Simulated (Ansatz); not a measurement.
ZrH2Cl2, relaxed as a singlet with RKS PBE-D4/def2-TZVP in Ansatz, starting from the GFN2-xTB geometry. Force threshold 0.02 eV/Å.

In the def2 sets Zr takes a core potential; there is no spin–orbit coupling.

Start:

```tsv
atom	x (Å)	y (Å)	z (Å)
Zr1	0.134	0.029	0.215
H2	0.681	-1.449	1.106
H3	0.503	1.706	0.793
Cl4	-2.133	-0.136	-0.140
Cl5	0.816	-0.151	-1.975
```

| step | energy (eV) | largest force component (eV/Å) | SCF passes |
| --- | --- | --- | --- |
| 1 | -26352.4046 | 0.775 | 16 |
| 2 | -26352.4862 | 0.733 | 26 |
| 3 | -26352.5659 | 0.335 | 19 |
| 4 | -26352.5727 | 0.038 | 20 |
| 5 | -26352.5728 | 0.005 | 22 |

Force components are those of the run's own axes.

End:

```xyz
5

Zr    0.0394    0.0085    0.0632
H     0.6788   -1.3764    1.1024
H     0.5080    1.6335    0.8027
Cl   -2.2814   -0.1241    0.0539
Cl    1.0552   -0.1414   -2.0222
```

By distances, no bond broke or formed. The bond that changes most is Zr1–H2, from 1.81 to 1.85 Å (atoms count from 1).

No frequencies were taken in this run, so the end may be a saddle point.

Run time 3.2 s (4 threads of Arm Neoverse V2 on a shared host).
